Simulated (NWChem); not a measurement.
The numbers come from NWChem runs, not from measurements. System: B₂, charge 0, spin multiplicity 3, at a geometry optimised with UPBE0/def2-SVP. The structure started from a generated list of species. Its SCF solution wasn't tested for a lower state. Level: ROCCSDT/cc-pVDZ, 2 core orbitals frozen.

Job file:

```
start mol
memory heap 100 mb stack 700 mb global 1900 mb
geometry units angstroms nocenter noautoz
  B      0.000000     0.000000     0.812772
  B      0.000000     0.000000    -0.812772
  symmetry group D2h
end
basis spherical
  * library cc-pvdz
end
scf
  rohf
  nopen 2
  maxiter 100
  thresh 1e-7
  semidirect memsize 60000000 filesize 0
  # guess.movecs holds the orbitals of an unrestricted PBE0 run
  vectors input guess.movecs output mol.movecs
end
tce
  freeze core 2
  ccsdt
  2eorb
  2emet 13
  thresh 1e-6
  maxiter 100
  tilesize 24
end
task tce energy
```

Output (cleaned and shortened):

```
             Northwest Computational Chemistry Package (NWChem) 7.3.0
             --------------------------------------------------------

                                NWChem Input Module
                                -------------------

 Scaling coordinates for geometry "geometry" by  1.889725989
 (inverse scale =  0.529177249)

 Turning off AUTOSYM since
 SYMMETRY directive was detected!

                             Geometry "geometry" -> ""
                             -------------------------

 Output coordinates in angstroms (scale by  1.889725989 to convert to a.u.)

  No.       Tag          Charge          X              Y              Z
 ---- ---------------- ---------- -------------- -------------- --------------
    1 B                    5.0000     0.00000000     0.00000000     0.81277200
    2 B                    5.0000     0.00000000     0.00000000    -0.81277200

 Effective nuclear repulsion energy (a.u.)       8.1384639388

            Nuclear Dipole moment (a.u.)
            ----------------------------
        X                 Y               Z
 ---------------- ---------------- ----------------
     0.0000000000     0.0000000000     0.0000000000

      Symmetry information
      --------------------

 Group name             D2h
 Group number             26
 Group order               8
 No. of unique centers     1

      Symmetry unique atoms

     1


 Summary of "ao basis" -> "" (spherical)
 ------------------------------------------------------------------------------
       Tag                 Description            Shells   Functions and Types
 ---------------- ------------------------------  ------  ---------------------
 *                          cc-pvdz                   on all atoms

 Summary of "ao basis" -> "ao basis" (spherical)
 ------------------------------------------------------------------------------
       Tag                 Description            Shells   Functions and Types
 ---------------- ------------------------------  ------  ---------------------
 B                          cc-pvdz                  6       14   3s2p1d

                                 NWChem SCF Module
                                 -----------------

  ao basis        = "ao basis"
  functions       =    28
  atoms           =     2
  closed shells   =     4
  open shells     =     2
  charge          =   0.00
  wavefunction    = ROHF
  use symmetry    = T
  symmetry adapt  = T

 Summary of "ao basis" -> "ao basis" (spherical)
 ------------------------------------------------------------------------------
       Tag                 Description            Shells   Functions and Types
 ---------------- ------------------------------  ------  ---------------------
 B                          cc-pvdz                  6       14   3s2p1d

      Symmetry analysis of basis
      --------------------------

        ag          7
        au          1
        b1g         1
        b1u         7
        b2g         3
        b2u         3
        b3g         3
        b3u         3

 Forming initial guess at       0.1s

      Symmetry analysis of molecular orbitals - initial
      -------------------------------------------------

  Numbering of irreducible representations:

     1 ag          2 au          3 b1g         4 b1u         5 b2g
     6 b2u         7 b3g         8 b3u

  Orbital symmetries:

     1 ag          2 b1u         3 ag          4 b1u         5 b2u
     6 b3u         7 ag          8 b2g         9 b3g        10 b1u
[...]
     8      0.826401  1 B  py                22     -0.826401  2 B  py
     5      0.328871  1 B  py                19     -0.328871  2 B  py

 center of mass
 --------------
 x =   0.00000000 y =   0.00000000 z =   0.00000000

 moments of inertia (a.u.)
 ------------------
          51.942785492407           0.000000000000           0.000000000000
           0.000000000000          51.942785492407           0.000000000000
           0.000000000000           0.000000000000           0.000000000000

  Mulliken analysis of the total density
  --------------------------------------

    Atom       Charge   Shell Charges
 -----------   ------   -------------------------------------------------------
    1 B    5     5.00   2.00  0.86  0.75  0.81  0.54  0.04
    2 B    5     5.00   2.00  0.86  0.75  0.81  0.54  0.04

 Mulliken analysis of the open-shell density
 -------------------------------------------

    Atom       Charge   Shell Charges
 -----------   ------   -------------------------------------------------------
    1 B    5     1.00  -0.00  0.00 -0.00  0.58  0.39  0.03
    2 B    5     1.00  -0.00 -0.00  0.00  0.58  0.39  0.03

       Multipole analysis of the density wrt the origin
       ------------------------------------------------

     L   x y z        total         open         nuclear
     -   - - -        -----         ----         -------
     0   0 0 0     -0.000000     -2.000000     10.000000

     1   1 0 0     -0.000000     -0.000000      0.000000
     1   0 1 0     -0.000000     -0.000000      0.000000
     1   0 0 1      0.000000      0.000000      0.000000

     2   2 0 0    -10.469196     -4.761242      0.000000
     2   1 1 0      0.000000      0.000000      0.000000
     2   1 0 1      0.000000      0.000000      0.000000
     2   0 2 0    -10.469196     -4.761242      0.000000
     2   0 1 1      0.000000      0.000000      0.000000
     2   0 0 2     -9.172066     -5.259103     23.590391

                   NWChem Extensible Many-Electron Theory Module
                   ---------------------------------------------


            General Information
            -------------------
      Number of processors :     1
         Wavefunction type : Restricted open-shell Hartree-Fock
          No. of electrons :    10
           Alpha electrons :     6
            Beta electrons :     4
           No. of orbitals :    56
            Alpha orbitals :    28
             Beta orbitals :    28
        Alpha frozen cores :     2
         Beta frozen cores :     2
     Alpha frozen virtuals :     0
      Beta frozen virtuals :     0
         Spin multiplicity : triplet
    Number of AO functions :    28
       Number of AO shells :    12
        Use of symmetry is : on
      Symmetry adaption is : on
         Schwarz screening : 0.10D-09

          Correlation Information
          -----------------------
          Calculation type : Coupled-cluster singles, doubles, & triples
   Perturbative correction : none
            Max iterations :      100
        Residual threshold : 0.10D-05
     T(0) DIIS level shift : 0.00D+00
     L(0) DIIS level shift : 0.00D+00
     T(1) DIIS level shift : 0.00D+00
     L(1) DIIS level shift : 0.00D+00
     T(R) DIIS level shift : 0.00D+00
     T(I) DIIS level shift : 0.00D+00
   CC-T/L Amplitude update :  5-th order DIIS
                I/O scheme : Global Array Library
        L-threshold :  0.10D-05
        EOM-threshold :  0.10D-05
 no EOMCCSD initial starts read in
 TCE RESTART OPTIONS
 SLICE:      F
 D4D5:       F
 quantumc:   F
 qrotation:  F
 pwtce:      F
 qducc:      F
 nacto:                         0
 nrotv:                         0
 nrot:                          0

            Memory Information
            ------------------
          Available GA space size is     249035232 doubles
          Available MA space size is     104855740 doubles

 Maximum block size supplied by input
 Maximum block size        24 doubles

 tile_dim =      5

 -------------------------------------------------

 Global array virtual files algorithm will be used

 Parallel file system coherency ......... OK

 4-electron integrals stored in orbital form

 v2    file size   =            12592
 4-index algorithm nr.  13 is used
 imaxsize =       30
 imaxsize ichop =        0
 IN MAPPING 1 for UCC(4),CCSDT,CCSDTQ


 CCSDT iterations
 --------------------------------------------------------
 Iter          Residuum       Correlation     Cpu    Wall
 --------------------------------------------------------
    1   0.4956719197368  -0.1541121138773    11.0    11.0
    2   0.1532959944301  -0.1556140293050     9.9     9.9
    3   0.1411053860043  -0.1824195755331    10.1    10.1
    4   0.0639905004768  -0.1776747210563    10.3    10.3
    5   0.0561748065656  -0.1864874637269    10.2    10.2
    6   0.0159845892310  -0.1875676190586     8.7     8.7
    7   0.0089802010285  -0.1883126248361    10.5    10.5
    8   0.0062659919216  -0.1883345993411    10.0    10.0
    9   0.0046304156045  -0.1885036648242     7.6     7.6
   10   0.0034514756141  -0.1885630776201     6.2     6.2
   11   0.0008505136600  -0.1888020262525     5.7     5.7
   12   0.0005015206121  -0.1888887178846     6.3     6.3
   13   0.0002683495645  -0.1888899186109     6.0     6.0
   14   0.0001866224682  -0.1889135111016     6.1     6.1
   15   0.0001144748120  -0.1889108855168     6.1     6.1
   16   0.0000484225208  -0.1889222293627     5.8     5.8
   17   0.0000282719640  -0.1889242704268     6.1     6.1
   18   0.0000202538834  -0.1889240078275     6.2     6.2
   19   0.0000150849838  -0.1889245430061    10.4    10.4
   20   0.0000113197933  -0.1889245872666    11.6    11.6
   21   0.0000031118348  -0.1889251703281    11.7    11.7
   22   0.0000017411566  -0.1889254235955    11.3    11.3
   23   0.0000009263966  -0.1889254509037    11.2    11.2
 --------------------------------------------------------
 Iterations converged
 CCSDT correlation energy / hartree =        -0.188925450903689
 CCSDT total energy / hartree       =       -49.272950196331799

 Singles contributions

 Doubles contributions
     7ag  (alpha)     7ag  (beta ) ---     4b1u (alpha)     4b1u (beta )       -0.3368431642
     8b2g (alpha)     7ag  (beta ) ---     6b3u (alpha)     4b1u (beta )       -0.1173463116
     9b3g (alpha)     7ag  (beta ) ---     5b2u (alpha)     4b1u (beta )       -0.1173463116

 Task  times  cpu:      201.7s     wall:      201.7s

 Total times  cpu:      201.8s     wall:      201.8s
```
